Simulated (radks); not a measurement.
Initial-state core-level shifts of neutral bismuth when its valence configuration changes from [Hg] 6p3. Calculated with a radial shooting solver on a logarithmic mesh with Libxc functionals: Dirac Kohn-Sham, PBE, spin-unpolarised, spherical densities, point nucleus; open shells fill j = l - 1/2 first. Shifts are changes of the shell-averaged eigenvalues in eV (positive: less bound).

valence                          3s       3p       3d       4s
[Xe] 4f13 5d10 6s2 6p4      -24.903  -24.844  -24.716  -21.636
[Xe] 4f12 5d10 6s2 6p5      -50.733  -50.607  -50.361  -43.815
[Xe] 4f14 5d8 6s2 6p5       -12.790  -12.787  -12.851  -12.563
[Xe] 4f14 5d8.5 6s2 6p4.5    -9.566   -9.564   -9.610   -9.405
[Xe] 4f14 5d9 6s2 6p4        -6.362   -6.360   -6.390   -6.260
[Xe] 4f14 5d10 6s1.5 6p3.5   -1.024   -1.024   -1.022   -1.026
[Xe] 4f13.5 5d10 6s2 6p3.5  -12.335  -12.306  -12.241  -10.749
